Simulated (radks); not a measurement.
Question: These are the eigenvalues of the occupied orbitals of an atom or ion with whole-number occupations (eV). Method: Dirac Kohn-Sham, BLYP, spin-unpolarised, spherical densities, finite nucleus; Fermi nuclear charge, rms radius of each element as measured or else 0.836 A^(1/3) + 0.57 fm; computed with a radial shooting solver on a logarithmic mesh with Libxc functionals.

| orbital | eigenvalue |
|---|---|
| 1s1/2 | -7860.425 |
| 2s1/2 | -1835.630 |

Which element is it, and in what charge state? The configuration may be excited. Open shells, if any, fill j = l - 1/2 first.

Answer: Z = 25, manganese, charge +22: Mn22+ in [He] 2s1. The 1s level, -288.87 hartree, gives Z - s = 24.0 by -(Z - s)^2/2, which with screening and relativity narrows Z to a few neighbours, and the depths must fix Z and the occupations together.
